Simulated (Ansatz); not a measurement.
Reaction (formal hydrolysis of a C–Sn bond): `N=C(O)[CH2][SnH3]` + H₂O → `N=C(O)CO` + `[SnH4]`

Program: Ansatz. Geometries: PBE0-D4/def2-TZVP. ΔE: electronic, gas phase. CCSD(T)/CBS is the MP2 limit (def2-TZVPP, def2-QZVPP) plus CCSD(T) − MP2 in def2-TZVPP, frozen cores. This one scheme is used for every species. Functionals use def2-TZVPP. B3LYP here is the variant with VWN-RPA as its local correlation; programs differ in this. Elements past krypton have def2 core potentials. For Sn outer-core shells are correlated without core-valence functions, which leaves a few kJ/mol of doubt a bond. One conformer a species, not always the lowest.

`N=C(O)[CH2][SnH3]`:

```xyz
12

N    -1.967    1.013   -0.415
C    -1.152    0.046   -0.377
O    -0.986   -0.711   -1.482
C    -0.269   -0.400    0.726
Sn    1.811   -0.011    0.252
H    -2.006    1.501    0.473
H    -1.583   -0.344   -2.148
H    -0.350   -1.480    0.866
H    -0.519    0.105    1.657
H     2.413   -1.232   -0.771
H     2.687   -0.004    1.719
H     1.921    1.516   -0.499
```

H₂O:

```xyz
3

O    -0.150    0.019   -0.359
H    -0.298    0.627    0.369
H     0.447   -0.646   -0.010
```

`N=C(O)CO`:

Z-matrix (Å, degrees):
```
C
O 1 1.402
C 1 1.506 2 113.4
H 1 1.091 2 107.5 3 120.8
H 1 1.101 2 111.5 3 -121.4
H 2 0.962 1 107.7 3 46.7
O 3 1.346 1 110.7 2 -41.6
N 3 1.260 1 129.1 2 140.8
H 7 0.967 3 106.7 1 -179.6
H 8 1.015 3 111.5 1 -3.8
```

`[SnH4]`:

```xyz
5

Sn    0.000    0.000    0.000
H     1.278   -0.885    0.698
H     0.513    1.597   -0.300
H    -1.326    0.021    1.069
H    -0.464   -0.733   -1.466
```

CCSD(T)/CBS gives +0.94 eV.

Problem. Another level gave +0.68 eV. Which?
A. SCS-MP2/def2-TZVPP
B. MP2/def2-TZVPP
C. CCSD/def2-TZVPP
D. B3LYP/def2-TZVPP

Solution. D. B3LYP 0.68, MP2/def2-TZVPP 0.98, CCSD/def2-TZVPP 0.81, SCS-MP2/def2-TZVPP 0.87 eV.

Largest T1 diagnostic among the species: 0.013.

The D4 term adds +0.09 eV with B3LYP and +0.05 eV with PBE0; it sums over pairs of atoms, weighted by their polarisabilities, and B3LYP, whose exchange is more repulsive, gets the larger term. In def2-TZVPP, CCSD(T) changes the Hartree–Fock value by +0.24 eV (the triples alone add +0.03 eV) and MP2 by +0.39 eV.
